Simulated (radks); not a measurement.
Valence configurations of Bi2+. Method: scalar-relativistic Kohn-Sham, LDA (Slater exchange, Perdew-Wang correlation), spin-polarised, spherical densities, point nucleus; open shells are filled with parallel spins first (spin-orbit coupling, left out, can overturn this in heavy ions); computed with a radial shooting solver on a logarithmic mesh with Libxc functionals. Energies are relative to [Hg] 6p1; eigenvalues in eV for spin up.

valence                     E (eV)  moment (Bohr magnetons)    e(4f)    e(5d)    e(6p)    e(6s)
[Hg] 6p1                     0.000                        1  -170.66  -44.780  -19.866  -31.395
[Xe] 4f14 5d10 6p3          22.286                        3  -174.11  -48.051  -21.940        -
[Xe] 4f14 5d9.5 6s2 6p1.5   12.683                        2  -173.98  -47.416  -20.851  -32.805
[Xe] 4f14 5d10 6s1.5 6p1.5   5.323                        2  -171.53  -45.675  -20.536  -32.208
[Xe] 4f14 5d8 6s2 6p3       54.435                        5  -183.98  -55.197  -23.549  -36.775
[Xe] 4f13 5d10 6s2 6p2      159.67                        3  -192.00  -51.769  -21.935  -34.438
[Xe] 4f13.5 5d10 6s2 6p1.5  77.601                        2  -181.25  -48.252  -20.918  -32.931
[Xe] 4f14 5d9 6s2 6p2       25.983                        3  -177.31  -50.029  -21.786  -34.168
[Xe] 4f14 5d10 6s1 6p2      10.366                        3  -172.36  -46.528  -21.152  -32.972
[Xe] 4f14 5d9.5 6s1.5 6p2   18.000                        3  -174.83  -48.273  -21.472  -33.572

NIST lists [Hg] 6p1 as the ground configuration; this level of theory agrees among the configurations tried. The energies are those of spherical high-spin densities, not of single terms.
